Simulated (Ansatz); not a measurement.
Consider the hydrogenolysis of a C–Al bond: `C[CH]([AlH2])[AlH][SiH3]` + H₂ → `C[CH2][AlH2]` + `[AlH2][SiH3]`.

Gas-phase electronic energies from Ansatz, PBE0-D4/def2-TZVP geometries. CCSD(T)/CBS is the MP2 limit (def2-TZVPP, def2-QZVPP) plus CCSD(T) − MP2 in def2-TZVPP, frozen cores. This one scheme is used for every species. Functionals use def2-TZVPP. One conformer a species, not always the lowest.

`C[CH]([AlH2])[AlH][SiH3]`:

```xyz
15

C    -0.048   -1.591    0.378
C     0.940   -0.554   -0.185
Al    2.434   -0.115    0.977
Al    0.087    1.044   -0.905
Si   -2.333    1.335   -0.566
H    -0.889   -1.792   -0.293
H    -0.477   -1.251    1.324
H     0.427   -2.555    0.582
H     1.457   -0.918   -1.094
H     3.761    0.509    0.364
H     2.308   -0.357    2.545
H     0.969    2.113   -1.691
H    -3.097    0.250   -1.251
H    -2.678    1.246    0.884
H    -2.861    2.634   -1.071
```

H₂:

Z-matrix (Å, degrees):
```
H
H 1 0.746
```

`C[CH2][AlH2]`:

Z-matrix (Å, degrees):
```
C
C 1 1.528
H 1 1.093 2 111.7
H 1 1.094 2 112.2 3 120.4
H 1 1.093 2 111.7 3 -119.2
Al 2 1.958 1 116.9 3 59.6
H 2 1.099 1 110.4 3 -177.4
H 2 1.099 1 110.4 3 -63.2
H 6 1.592 2 121.0 1 -0.5
H 6 1.592 2 119.8 1 179.5
```

`[AlH2][SiH3]`:

```xyz
7

Al   -1.017    0.971   -0.065
Si    0.741   -0.740    0.054
H    -2.542    0.616    0.207
H    -0.630    2.470   -0.423
H     1.462   -0.843   -1.248
H     1.760   -0.377    1.083
H     0.226   -2.097    0.391
```

| level | ΔE (kJ/mol) |
| --- | --- |
| r2SCAN | 0.8 |
| HF/def2-TZVPP | -42.0 |

(1) What does CCSD(T)/CBS give? (An estimate is asked.)

Largest T1 diagnostic among the species: 0.012.

Results:

(1) Ansatz gave: +0.4 kJ/mol. The listed levels differ from it by 0.4, -42.4 kJ/mol.

The D4 term adds +15.3 kJ/mol with B3LYP and +8.9 kJ/mol with PBE0; it sums over pairs of atoms, weighted by their polarisabilities, and B3LYP, whose exchange is more repulsive, gets the larger term. In def2-TZVPP, CCSD(T) changes the Hartree–Fock value by +40.0 kJ/mol (the triples alone add +8.1 kJ/mol) and MP2 by +47.9 kJ/mol.

B3LYP here is the variant with VWN-RPA as its local correlation; programs differ in this.
